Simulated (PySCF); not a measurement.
Input file for PySCF: U-HF/LANL2DZ on BFHI (SMILES FBI), a point of a bond scan (R = 3.202 Å).

```python
from pyscf import gto, scf, dft, mp
from pyscf.data.elements import chemcore

mol = gto.M(
    atom='''
    B    -0.24474767   -1.33345574    0.80641967
    F     0.79230233   -1.74375557    1.49667712
    H    -2.98620131   -2.98686130    0.83731663
    I    -0.08767701    0.45862089   -0.34566142
    ''',
    basis='lanl2dz',
    ecp={'I': 'lanl2dz'},
    charge=0, spin=0, verbose=3, max_memory=1800)
mf = scf.UHF(mol)
mf.conv_tol = 1e-8
mf.max_cycle = 100
mf.init_guess_breaksym = True
mf.kernel()
if not mf.converged:
    mf = mf.newton().run(mf.mo_coeff, mf.mo_occ)
for _ in range(4):
    mo, _, stable, _ = mf.stability(return_status=True)
    if stable:
        break
    mf.kernel(mf.make_rdm1(mo, mf.mo_occ))
```

Program output:

```
converged SCF energy = -135.652624959995  <S^2> = 1.1251018e-09  2S+1 = 1
<class 'pyscf.scf.uhf.UHF'> wavefunction has an internal instability
converged SCF energy = -135.771934491297  <S^2> = 0.98610089  2S+1 = 2.2236015
<class 'pyscf.scf.uhf.UHF'> wavefunction is stable in the internal stability analysis
```

Self-consistency was reached. Its determinant has ⟨S²⟩ = 0.99, a mixture of spin states.

Cost: about 0.7 core-seconds (a rough figure).
